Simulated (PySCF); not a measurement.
C₄H₅BO, SMILES C#CB1COC1. Geometry optimised at PBE0-D3(BJ)/def2-SVP. The structure was generated by enumeration, and PubChem lists no compound with its InChIKey, so it may never have been made.

Computed equilibrium geometry at PBE0-D3(BJ)/def2-SVP (PySCF confirms it by a frequency run) as Cartesian coordinates in Å, and its point group:
point group C2v.
```xyz
11

C      0.0000     0.0000     2.8922
C      0.0000     0.0000     1.6727
B      0.0000     0.0000     0.1662
C      0.0000    -1.0571    -1.0053
O      0.0000     0.0000    -1.9730
C      0.0000     1.0571    -1.0053
H      0.0000     0.0000     3.9681
H     -0.8916    -1.7093    -1.0852
H      0.8916    -1.7093    -1.0852
H      0.8916     1.7093    -1.0852
H     -0.8916     1.7093    -1.0852
```
